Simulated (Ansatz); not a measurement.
Ansatz (a program for electronic structure) input (MP2/def2-TZVP):

Ansatz 0.2 input:
```yaml
crystal:
  periodic: [false, false, false]
  atoms:
    - {symbol: Zr, position_ang: [1.17818834, -0.27248729, 0.84206112]}
    - {symbol: I, position_ang: [-0.98351670, 0.22746431, -0.70292766]}
    - {symbol: H, position_ang: [2.69009413, 0.35746587, -0.00120059]}
    - {symbol: H, position_ang: [0.97766812, 0.57531380, 2.46527255]}
    - {symbol: H, position_ang: [1.33108904, -2.08889655, 1.10864912]}
basis:
  gaussian:
    orbitals: def2-TZVP
magnetization: {spin_polarized: false}
correlation: {method: mp2, electrons: outside_noble_gas}
relax: {f_tol: 0.003, max_steps: 100}
```

End of the output:

```
densities: 0.25 GiB planned
second order -6.70234319 eV of doubles, -0.00000000 eV of singles
the calculation of the forces begins
relax step   3: F+E_penalty+E_count = -9393.41096851 eV  Δ(F+E_penalty+E_count) = -1.661e-3 eV  max|allowed force component| = 1.208e-2 eV/Å  Δτ_max = 0.0181 Å  (48 SCF iters, accepted)
these checks for a lower state are left out or cut short: starts, cluster_reference, orbital_swaps, neighbouring_geometries, increment
integrals: 0.07 GiB planned
1045 factors; integrals over basis functions are off by at most 1.9e-4 eV
mean field: 0.30 GiB planned
mean field -9386.70951650 eV, -344.9552121910 hartree, gradient 7.4e-6 eV, S^2 0.000000; 0 other end points of the search recorded, 0 dependent functions left out
13 core orbitals not correlated
reference -9386.70951650 eV, -344.9552121910 hartree; 7, 7 occupied and 88, 88 virtual orbitals, 1045 factors
densities: 0.25 GiB planned
second order -6.70149354 eV of doubles, -0.00000000 eV of singles
the calculation of the forces begins
relax step   4: F+E_penalty+E_count = -9393.41101004 eV  Δ(F+E_penalty+E_count) = -4.153e-5 eV  max|allowed force component| = 7.765e-3 eV/Å  Δτ_max = 0.0035 Å  (40 SCF iters, accepted)
these checks for a lower state are left out or cut short: starts, cluster_reference, orbital_swaps, neighbouring_geometries, increment
integrals: 0.07 GiB planned
1045 factors; integrals over basis functions are off by at most 1.9e-4 eV
mean field: 0.30 GiB planned
mean field -9386.70959929 eV, -344.9552152335 hartree, gradient 1.5e-6 eV, S^2 0.000000; 0 other end points of the search recorded, 0 dependent functions left out
13 core orbitals not correlated
reference -9386.70959929 eV, -344.9552152335 hartree; 7, 7 occupied and 88, 88 virtual orbitals, 1045 factors
densities: 0.25 GiB planned
second order -6.70141340 eV of doubles, -0.00000000 eV of singles
the calculation of the forces begins
relax step   5: F+E_penalty+E_count = -9393.41101268 eV  Δ(F+E_penalty+E_count) = -2.647e-6 eV  max|allowed force component| = 2.774e-4 eV/Å  Δτ_max = 0.0006 Å  (40 SCF iters, accepted)
these checks for a lower state are left out or cut short: cluster_reference
integrals: 0.07 GiB planned
1045 factors; integrals over basis functions are off by at most 1.9e-4 eV
mean field: 0.30 GiB planned
mean field evaluation 64: about -9386.7009 eV, gradient 1.0e0 eV
mean field -9386.70959929 eV, -344.9552152335 hartree, gradient 1.5e-6 eV, S^2 0.000000; 1 other end points of the search recorded, 0 dependent functions left out
13 core orbitals not correlated
reference -9386.70959929 eV, -344.9552152335 hartree; 7, 7 occupied and 88, 88 virtual orbitals, 1045 factors
densities: 0.25 GiB planned
second order -6.70141340 eV of doubles, -0.00000000 eV of singles
the calculation of the forces begins
Total energy: -9393.41101268 eV, -345.2014876334 hartree
Atom 0 at     1.169633    -0.270509     0.835946 Å, force     0.000179    -0.000041     0.000128 eV/Å
Atom 1 at    -1.000725     0.231444    -0.715227 Å, force     0.000049    -0.000011     0.000035 eV/Å
Atom 2 at     2.697549     0.354657     0.006257 Å, force    -0.000232    -0.000096     0.000127 eV/Å
Atom 3 at     0.987018     0.572264     2.470000 Å, force     0.000029    -0.000129    -0.000249 eV/Å
Atom 4 at     1.340048    -2.088997     1.114878 Å, force    -0.000025     0.000277    -0.000042 eV/Å
Dipole moment:     0.067468    -0.015604     0.048220 e Å
Checks for a lower state left out: cluster_reference
```
